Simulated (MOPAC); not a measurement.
Input for MOPAC: PM6 on CH6F2Si (a complex).

```
PM6 1SCF PRECISE CHARGE=0 THREADS=1
CH6F2Si

Si     0.23949382 1    -0.04746047 1     0.12882247 1
H     -1.01343314 1     0.27948020 1     0.84835367 1
H      0.51101619 1    -1.49675428 1     0.24324508 1
H      1.35957001 1     0.72867556 1     0.70052599 1
H      0.07057473 1     0.30685597 1    -1.29997845 1
F      0.35384288 1    -0.76144484 1     3.35332530 1
C     -0.46430787 1     0.13831129 1     3.97189869 1
F      0.11999818 1     1.36546091 1     3.90791212 1
H     -0.56564619 1    -0.14916661 1     5.01949680 1
H     -1.41258881 1     0.17222954 1     3.43423666 1
```

The log:

```
*******************************************************************************
 **                                                                           **
 **                              MOPAC v23.2.5                                **
 **                                                                           **
 *******************************************************************************
 ** MOPAC's Digital Object Identifier: https://doi.org/10.5281/zenodo.6511958 **
 **                                                                           **
 ** Please cite the open-source release paper for use of this MOPAC version:  **
 ** J. E. Moussa and J. J. P. Stewart (2026)                                  **
 ** MOPAC: An open-source semiempirical molecular orbital program             **
 ** J. Open Source Softw., 11(119), 8025, https://doi.org/10.21105/joss.08025 **
 *******************************************************************************

                              PM6 CALCULATION RESULTS

 *******************************************************************************
 *  PM6        - The PM6 Hamiltonian to be used
 *
 *
 *
 *                 CHARGE ON SYSTEM = 0
 *
 *
 *
 *  PRECISE    - TIGHTER CRITERIA TO BE USED
 *  1SCF       - DO 1 SCF AND THEN STOP
 *  THREADS=1  - MULTI-THREADING NOT USED
 *  T=         - A TIME OF 172800.0 SECONDS REQUESTED
 *  DUMP=N     - RESTART FILE WRITTEN EVERY 7200.0 SECONDS REQUESTED
 *******************************************************************************
PM6 1SCF PRECISE CHARGE=0 THREADS=1
 CH6F2Si

   ATOM   CHEMICAL          X               Y               Z
  NUMBER   SYMBOL      (ANGSTROMS)     (ANGSTROMS)     (ANGSTROMS)

     1      Si          0.23949382  *  -0.04746047  *   0.12882247  *
     2       H         -1.01343314  *   0.27948020  *   0.84835367  *
     3       H          0.51101619  *  -1.49675428  *   0.24324508  *
     4       H          1.35957001  *   0.72867556  *   0.70052599  *
     5       H          0.07057473  *   0.30685597  *  -1.29997845  *
     6       F          0.35384288  *  -0.76144484  *   3.35332530  *
     7       C         -0.46430787  *   0.13831129  *   3.97189869  *
     8       F          0.11999818  *   1.36546091  *   3.90791212  *
     9       H         -0.56564619  *  -0.14916661  *   5.01949680  *
    10       H         -1.41258881  *   0.17222954  *   3.43423666  *



          CARTESIAN COORDINATES

    NO.       ATOM           X           Y           Z

     1        Si          0.2395     -0.0475      0.1288
     2         H         -1.0134      0.2795      0.8484
     3         H          0.5110     -1.4968      0.2432
     4         H          1.3596      0.7287      0.7005
     5         H          0.0706      0.3069     -1.3000
     6         F          0.3538     -0.7614      3.3533
     7         C         -0.4643      0.1383      3.9719
     8         F          0.1200      1.3655      3.9079
     9         H         -0.5656     -0.1492      5.0195
    10         H         -1.4126      0.1722      3.4342

 General Reference for PM6:
 "Optimization of Parameters for Semiempirical Methods V: Modification of NDDO Approximations
 and Application to 70 Elements", J. J. P. Stewart, J. Mol. Mod., 13, 1173-1213 (2007)
 URL: https://link.springer.com/article/10.1007/s00894-007-0233-4

           Empirical Formula: C H6 Si F2  =    10 atoms



      MOLECULAR POINT GROUP   :   C1


      RHF CALCULATION, NO. OF DOUBLY OCCUPIED LEVELS = 14


 -------------------------------------------------------------------------------
 PM6 1SCF PRECISE CHARGE=0 THREADS=1
 CH6F2Si



     1SCF WAS SPECIFIED, SO BFGS WAS NOT USED
     SCF FIELD WAS ACHIEVED


                              PM6 CALCULATION
                                                       MOPAC v23.2.5 Linux




          FINAL HEAT OF FORMATION =        -96.15668 KCAL/MOL =    -402.31956 KJ/MOL


          COSMO AREA              =        132.55 SQUARE ANGSTROMS
          COSMO VOLUME            =        120.30 CUBIC ANGSTROMS

          IONIZATION POTENTIAL    =         11.638946 EV
          HOMO LUMO ENERGIES (EV) =        -11.639  0.917
          NO. OF FILLED LEVELS    =         14
          MOLECULAR WEIGHT        =         84.1407         POINT GROUP:  C1

          MOLECULAR DIMENSIONS (Angstroms)

            Atom       Atom       Distance
            H     9    H     5     6.36777
            F     8    H     3     3.11887
            H     4    H    10     2.48672


          SCF CALCULATIONS        =          1





   ATOM   CHEMICAL          X               Y               Z
  NUMBER   SYMBOL      (ANGSTROMS)     (ANGSTROMS)     (ANGSTROMS)

     1      Si          0.23949382  *  -0.04746047  *   0.12882247  *
     2       H         -1.01343314  *   0.27948020  *   0.84835367  *
     3       H          0.51101619  *  -1.49675428  *   0.24324508  *
     4       H          1.35957001  *   0.72867556  *   0.70052599  *
     5       H          0.07057473  *   0.30685597  *  -1.29997845  *
     6       F          0.35384288  *  -0.76144484  *   3.35332530  *
     7       C         -0.46430787  *   0.13831129  *   3.97189869  *
     8       F          0.11999818  *   1.36546091  *   3.90791212  *
     9       H         -0.56564619  *  -0.14916661  *   5.01949680  *
    10       H         -1.41258881  *   0.17222954  *   3.43423666  *

                             CARTESIAN COORDINATES

   1   Si        0.239493820    -0.047460470     0.128822470
   2    H       -1.013433140     0.279480200     0.848353670
   3    H        0.511016190    -1.496754280     0.243245080
   4    H        1.359570010     0.728675560     0.700525990
   5    H        0.070574730     0.306855970    -1.299978450
   6    F        0.353842880    -0.761444840     3.353325300
   7    C       -0.464307870     0.138311290     3.971898690
   8    F        0.119998180     1.365460910     3.907912120
   9    H       -0.565646190    -0.149166610     5.019496800
  10    H       -1.412588810     0.172229540     3.434236660


           Empirical Formula: C H6 Si F2  =    10 atoms



      MOLECULAR POINT GROUP   :   C1


                  EIGENVALUES
 -41.86791 -41.78868 -25.21990 -19.37539 -18.55286 -18.06464 -17.81036 -16.44268
 -15.47310 -14.74242 -13.41748 -11.69986 -11.66865 -11.63895   0.91697   0.93864
   0.95010   1.65215   1.65810   2.51683   2.56874   3.05530   4.46926   4.57266
   4.60179   4.64245   4.67724


              NET ATOMIC CHARGES AND DIPOLE CONTRIBUTIONS

  ATOM NO.   TYPE          CHARGE      No. of ELECS.   s-Pop       p-Pop       d-Pop
    1         Si           0.100529        3.8995     1.23495     2.15598     0.50854
    2          H          -0.033545        1.0335     1.03355
    3          H          -0.023483        1.0235     1.02348
    4          H          -0.019399        1.0194     1.01940
    5          H          -0.025645        1.0256     1.02564
    6          F          -0.178860        7.1789     1.97219     5.20667
    7          C           0.087996        3.9120     1.15440     2.75761
    8          F          -0.175578        7.1756     1.97202     5.20356
    9          H           0.133055        0.8669     0.86694
   10          H           0.134930        0.8651     0.86507
 DIPOLE           X         Y         Z       TOTAL
 POINT-CHG.    -1.793    -0.427     0.929     2.064
 HYBRID         0.230     0.042    -0.050     0.239
 SUM           -1.563    -0.386     0.879     1.834


          ATOMIC ORBITAL ELECTRON POPULATIONS

     Atom    s        px        py        pz      x^2-y^2     xz        z^2       yz        xy
    1 Si   1.23495   0.71814   0.72223   0.71560   0.13300   0.10048   0.14658   0.04242   0.08606
    2  H   1.03355
    3  H   1.02348
    4  H   1.01940
    5  H   1.02564
    6  F   1.97219   1.72928   1.63829   1.83911
    7  C   1.15440   0.93454   0.77408   1.04899
    8  F   1.97202   1.85574   1.35990   1.98792
    9  H   0.86694
   10  H   0.86507

 **********************
 *                    *
 * JOB ENDED NORMALLY *
 *                    *
 **********************




 == MOPAC DONE ==
```

The run finished.

Cost: about 0.020 core-seconds (a rough figure).
